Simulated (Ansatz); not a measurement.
Geometry optimisation, RKS BHLYP/def2-SVP in Ansatz 0.2.0.

The input (input.yaml):

```yaml
crystal:
  periodic: [false, false, false]
  atoms:
    - { symbol: C, position_ang: [-0.2013, 1.6445, 0.668] }
    - { symbol: "N", position_ang: [-0.2867, 0.2291, 0.6735] }
    - { symbol: As, position_ang: [0.8322, -0.4131, -0.7212] }
    - { symbol: "N", position_ang: [0.3812, -2.2021, -0.4388] }
    - { symbol: H, position_ang: [-0.9209, 2.0765, 1.4287] }
    - { symbol: H, position_ang: [-0.5896, 2.0938, -0.3301] }
    - { symbol: H, position_ang: [0.8072, 2.0508, 0.8688] }
    - { symbol: H, position_ang: [-1.2187, -0.0505, 0.4326] }
    - { symbol: H, position_ang: [-0.208, -0.1643, -1.7761] }
    - { symbol: H, position_ang: [0.6727, -2.7642, -1.2199] }
    - { symbol: H, position_ang: [0.7974, -2.5575, 0.4352] }
basis:
  gaussian: { orbitals: def2-SVP }
hamiltonian:
  xc: { name: BHLYP }
relax:
  f_tol: 0.015
  max_steps: 40
```

Command:

```bash
$ ansatz run input.yaml --threads 2 --pin off --max-ram 3072MiB --backend cpu --events-out ev --progress --plain --runs-dir out
```

Problem. Where does it end, and by what steps?

Solution. It converged. After 11 steps the energy has fallen by 0.400 eV; H9 moved furthest, 0.57 Å.

| step | energy less start (eV) | largest force component (eV/Å) | accepted |
| --- | --- | --- | --- |
| 0 | 0.0000 | 2.245 | yes |
| 1 | -0.2558 | 0.856 | yes |
| 2 | -0.3246 | 0.502 | yes |
| 3 | -0.3545 | 0.330 | yes |
| 4 | -0.3746 | 0.413 | yes |
| 5 | -0.3877 | 0.211 | yes |
| 6 | -0.3858 | 0.405 | no |
| 7 | -0.3976 | 0.144 | yes |
| 8 | -0.3985 | 0.131 | yes |
| 9 | -0.3995 | 0.060 | yes |
| 10 | -0.3999 | 0.027 | yes |
| 11 | -0.4000 | 0.013 | yes |

```xyz
11
Properties=species:S:1:pos:R:3
C -0.304 1.756 0.694
N -0.377 0.357 0.369
As 0.890 -0.452 -0.663
N 0.447 -2.198 -0.267
H -0.807 1.961 1.646
H -0.743 2.427 -0.061
H 0.742 2.052 0.817
H -1.310 -0.017 0.298
H 0.177 -0.511 -2.019
H 0.197 -2.759 -1.066
H 1.153 -2.675 0.273
```

Whether the end is a true minimum wasn't checked by a vibrational analysis.

Run time: 30 s on 2 threads of Intel(R) Xeon(R) Platinum 8375C CPU @ 2.90GHz (Ice Lake) (shared host), peak memory 0.31 GiB.
